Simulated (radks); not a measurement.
Charge is removed step by step from the 5s1/2 level of the praseodymium ion Pr+, starting from [Xe] 4f3 6s1. Method: Dirac Kohn-Sham, PBE, spin-unpolarised, spherical densities, point nucleus; open shells fill j = l - 1/2 first; computed with a radial shooting solver on a logarithmic mesh with Libxc functionals.

| removed (e) | E - E(0) (eV) | eigenvalue (eV) | E minus straight line (eV) |
|---|---|---|---|
| 0 | 0.000 | -44.777 | 0.000 |
| 0.25 | 11.549 | -47.631 | -1.111 |
| 0.5 | 23.824 | -50.584 | -1.495 |
| 0.75 | 36.847 | -53.615 | -1.131 |
| 1 | 50.637 | -56.715 | 0.000 |

Removing the whole electron costs 50.637 eV by Delta-SCF, against 44.777 eV from minus the eigenvalue at the starting occupation. Slater's transition state (half an electron removed) gives 50.584 eV. Integrating minus the eigenvalue over the occupation (Janak's theorem) gives 50.637 eV. The mean slope of the eigenvalue, de/dn, is 11.9 eV per electron.
